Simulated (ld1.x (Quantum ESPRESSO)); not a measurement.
# Before and after: TM potential for Cd

| Property | Result |
| --- | --- |
| Element | Cd |
| Generator | ld1.x (Quantum ESPRESSO) 7.5 |
| Type | norm-conserving Troullier–Martins (Kleinman–Bylander form) |
| Functional | PBEsol |
| Relativity | scalar-relativistic |
| Frozen core | [Ar] 3d10 4s2 |
| Valence charge | 18 |
| Reference configuration | 4p6 4d10 5s0 5p0 (charge +2) |
| Partial waves | 4p (bound): rc 1.05 bohr; 4d (bound): rc 1.35 bohr; 5s (bound, empty): rc 1.60 bohr |
| Local potential | the s channel |
| Core correction | a·sin(br)/r model core, default radius (core density twice the valence density) |

All-electron outer shells of the reference configuration (PBEsol, scalar-relativistic, ld1.x):

| shell | level (eV) | outermost node (bohr) | outermost maximum (bohr) |
| --- | --- | --- | --- |
| 4s | -124.71 | 0.43 | 0.79 |
| 4p | -85.82 | 0.43 | 0.84 |
| 4d | -30.44 | 0.42 | 0.98 |
| 5s | -21.22 | 1.06 | 2.15 |
| 5p | -14.43 | 1.18 | 2.60 |

Change: all radii but the core radius scaled by about 1.38 (s 2.20, p 1.44, d 1.86 bohr).

Cutoffs: the cutoffs (Ry, on a coarse ladder) from which the occupation-weighted sum of valence levels, in a spherical-Bessel basis at the reference potential, stays within 10 and 1 mRy of its value at 400 Ry; they do not see the model core or the augmentation charge, which bear on the density cutoff. Errors are all-electron minus pseudo energies relative to the spin-unpolarised reference configuration.

Problem. Predict the effect on cutoff, ghosts and configuration errors.

Solution. The potential gets softer (160 Ry and 200 Ry → 70 Ry and 110 Ry); of the 7 tests that both files solve, the error grows in 6 and shrinks in 0 by more than 15 % and 0.3 meV (median size 125.5 → 141.2 meV); neither file shows a bound ghost at the reference potential, the only one tested. A larger radius leaves more room for a smooth pseudo-wave, so fewer plane waves are needed. More of the atom is replaced by a form fitted at one configuration, so other configurations suffer.

```csv
quantity,base,changed
"cutoff, loose",160 Ry,70 Ry
"cutoff, tight",200 Ry,110 Ry
loose cutoff by channel (10 mRy a level),"p 90 Ry, d 70 Ry","p 35 Ry, d 50 Ry"
bound ghosts,none,none
"error for 4p6 4d10 5s2 5p0, meV [ΔE -26.40 eV]",+12,-21
"error for 4p6 4d10 5s1 5p0, meV [ΔE -17.10 eV]",+2.5,-7.4
"error for 4p6 4d9 5s0 5p0, meV [ΔE 38.00 eV]",-125,-141
"error for 4p5 4d10 5s2 5p0, meV [ΔE 47.72 eV]",-266,-678
"error for 4p6 4d10 5s1.5 5p0, meV [ΔE -22.67 eV]",+6.3,-15
"error for 4p6 4d9 5s2 5p1, meV [ΔE -13.76 eV]",-848,-1110
"error for 4p6 4d10 5s0 5p2, meV [ΔE -16.64 eV]",-1265,-1580
```

Changed file: These tests converged, but a pseudo level misses the all-electron one widely, so the file describes the atom poorly there or has found another state: 4p6 4d9 5s0 5p0: empty 5p by 2.7 eV.
